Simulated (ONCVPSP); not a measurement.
**dysprosium: variants of one ONCV potential**

Base potential:

| Item | Value |
| --- | --- |
| Element | Dy |
| Generator | ONCVPSP 4.0.1 |
| Type | optimised norm-conserving Vanderbilt (ONCV) |
| Functional | LDA (Perdew-Zunger) |
| Relativity | scalar-relativistic |
| Frozen core | [Kr] 4d10 4f9 |
| Valence charge | 11 |
| Reference configuration | 5s2 5p6 5d1 (charge +2) |
| Partial waves | 5s: rc 1.95 bohr, ncon 4, nbas 8, qcut 7.6 1/bohr, 3 projectors, debl 0.4 Ha; 5p: rc 2.15 bohr, ncon 4, nbas 9, qcut 7.6 1/bohr, 2 projectors, debl 1.1 Ha; 5d: rc 3.50 bohr, ncon 4, nbas 9, qcut 5 1/bohr, 2 projectors, debl 3.9 Ha |
| Local potential | polynomial inside 1.80 bohr (lpopt 4, dvloc0 2 Ha) |
| Core correction | Teter function, fcfact 2.75, rcfact 1.4 |

In the s channel the program set the typed energies aside and used -2.468, 0.250, 0.650 Ha. In the p channel the program set the typed energies aside and used -1.571, 0.250 Ha.

All-electron outer shells of the reference configuration (LDA (Perdew-Zunger), scalar-relativistic, ld1.x):

```csv
shell,level (eV),outermost node (bohr),outermost maximum (bohr)
5p,-42.74,0.67,1.30
4f,-23.57,–,0.53
5d,-15.42,0.76,1.84
```

Cutoffs, loose and tight: the cutoffs (Ha) at which the residual kinetic energy of the hardest occupied pseudo-wave falls to 1 and 0.1 mHa per electron. They do not see the model core or the augmentation charge, which bear on the density cutoff. Test errors are all-electron minus pseudo excitation energies from the reference, over the configurations 5s2 5p6 5d1 6s2; 5s2 5p6 5d1 6s1; 5s2 5p6 5d0; 5s2 5p6 5d1 6p2. A dash means not determined; rows that change the core or the reference have their own tests.

| change | outcome | cutoff, loose | cutoff, tight | bound ghosts | GHOST(+) flags above zero | largest test error (meV) |
| --- | --- | --- | --- | --- | --- | --- |
| base | generated, projector energies reset by the program | 17 Ha | 21 Ha | none | s | +37 |
| core correction Teter function, fcfact 2.75, rcfact 0.96 | generated, projector energies reset by the program | 17 Ha | 21 Ha | none | s | +38 |
| core correction Teter function, fcfact 2.75, rcfact 1.2 | generated, projector energies reset by the program | 17 Ha | 21 Ha | none | s | +38 |
| core correction Teter function, fcfact 2.75, rcfact 1.3 | generated, projector energies reset by the program | 17 Ha | 21 Ha | none | s | +38 |
| core correction Teter function, fcfact 2.75, rcfact 1.5 | generated, projector energies reset by the program | 17 Ha | 21 Ha | none | s | +36 |
| core correction Teter function, fcfact 2.75, rcfact 1.68 | generated, projector energies reset by the program | 17 Ha | 21 Ha | none | s | +33 |

Task: What comes out with this change to the base: core correction Teter function, fcfact 2.75, rcfact 2?

Result: outcome: generated, projector energies reset by the program; cutoff, loose: 17 Ha; cutoff, tight: 21 Ha; bound ghosts: none; GHOST(+) flags above zero: s; largest test error (meV): -86.

Task: What comes out with this change to the base: core correction Teter function, fcfact 2.75, rcfact 1.82?

Result: outcome: generated, projector energies reset by the program; cutoff, loose: 17 Ha; cutoff, tight: 21 Ha; bound ghosts: none; GHOST(+) flags above zero: s; largest test error (meV): -36.

Reading the sweep of the rcfact (base included, trends over the rows without a ghost): The loose cutoff stays near 17 Ha. The median size of the test errors (rows with all tests solved) falls from 23.1 meV at 0.96 to 13.2 meV at 2, with one reversal.
